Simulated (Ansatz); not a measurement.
C₆H₁₈N₂O₂Zr (`CC(C)[NH][Zr]([OH])([OH])[NH]C(C)C`), relaxed with RKS PBE0-D4/def2-TZVP in the Gaussian-basis code of Ansatz from a GFN2-xTB geometry. The force threshold is 0.005 eV/Å; the program also tests the step.

Charge 0, multiplicity 1. Zr takes the def2 core potential.

Start:

```xyz
29

C     2.128   -0.534   -0.571
C     2.468   -0.310    0.928
C     3.398   -1.430    1.417
N     1.275   -0.222    1.759
Zr   -0.240    0.757    0.798
O    -1.433    1.031    2.267
O     0.544    2.316    0.004
N    -1.126   -0.623   -0.415
C    -1.889    0.145   -1.391
C    -2.993   -0.710   -2.034
C    -2.523    1.423   -0.763
H     1.593    0.343   -0.969
H     1.480   -1.413   -0.670
H     3.037   -0.691   -1.152
H     3.008    0.651    1.024
H     2.923   -2.399    1.265
H     4.342   -1.416    0.878
H     3.598   -1.304    2.478
H     0.955   -1.189    1.942
H    -1.043    1.087    3.148
H     1.301    2.732    0.438
H    -1.819   -1.110    0.185
H    -1.181    0.456   -2.184
H    -3.479   -0.177   -2.847
H    -3.742   -0.972   -1.287
H    -2.560   -1.628   -2.426
H    -3.069    1.145    0.150
H    -3.218    1.892   -1.461
H    -1.733    2.150   -0.509
```

Task: By how much does the energy fall, and how many steps does the optimiser take? (An estimate is asked.)

Result: Computed: 133.02 kJ/mol, in 36 steps.

Task: Which bonds change most? (Best estimate.)

Result: The calculation gave: C9–C11 from 1.558 to 1.520 Å; Zr5–O7 from 1.916 to 1.951 Å; C1–C2 from 1.553 to 1.519 Å; Zr5–O6 from 1.912 to 1.945 Å.

Task: Give the relaxed structure. (Estimate.)

Result: The calculation gave: 
```xyz
29

C     2.859    0.031   -0.352
C     2.741   -0.557    1.043
C     3.006   -2.056    1.027
N     1.427   -0.267    1.589
Zr   -0.115    0.900    0.936
O    -1.271    1.156    2.479
O     0.489    2.582    0.155
N    -1.043   -0.238   -0.497
C    -2.099    0.073   -1.440
C    -3.237   -0.934   -1.351
C    -2.606    1.484   -1.197
H     2.702    1.113   -0.343
H     2.115   -0.417   -1.020
H     3.847   -0.162   -0.774
H     3.516   -0.087    1.669
H     2.277   -2.561    0.386
H     4.009   -2.276    0.650
H     2.924   -2.480    2.031
H     1.317   -0.691    2.504
H    -2.134    1.070    2.874
H     0.522    3.529    0.063
H    -0.747   -1.202   -0.595
H    -1.703    0.039   -2.468
H    -4.016   -0.720   -2.089
H    -3.686   -0.909   -0.354
H    -2.875   -1.950   -1.531
H    -3.033    1.568   -0.190
H    -3.388    1.751   -1.911
H    -1.798    2.215   -1.294
```
